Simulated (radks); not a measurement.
The numbers below are computed, except where a source is named.
Pm5+, 56 electrons, occupied as [Kr] 4d10 4f3 5s2 5p4 5d1 (not the ground configuration). Code: a radial shooting solver on a logarithmic mesh with Libxc functionals. Model: Dirac Kohn-Sham, LDA (Slater exchange, Perdew-Wang correlation), spin-unpolarised, spherical densities, finite nucleus; open shells fill j = l - 1/2 first; Fermi nuclear charge, rms radius 4.962 fm.

Radial electron density D(r) = 4 pi r^2 rho(r):

r (bohr)   D(r) (e/bohr)
0.0009499          3.139
0.001257           4.995
0.001663           7.851
0.002218           12.29
0.002935           18.60
0.003914           27.64
0.005179           39.13
0.006853           52.74
0.00914            67.08
0.01209            78.08
0.016              82.53
0.02134            79.15
0.02824            73.29
0.03736            75.22
0.04983            90.50
0.06593            105.4
0.08794            99.85
0.1164             82.18
0.154              83.30
0.2053             92.87
0.2717             69.34
0.3595             38.72
0.4794             39.99
0.6344             39.09
0.8394             21.87
1.119              11.17
1.481              7.199
1.976              3.017
2.614             0.6517
3.459            0.06755
4.613           0.002654

D(r) has 4 maxima, at r = 0.0163, 0.0714, 0.200, 0.549 bohr, and minima at 0.0313, 0.132, 0.402 bohr, inside which lie 2.02, 11.23, 29.20 electrons.
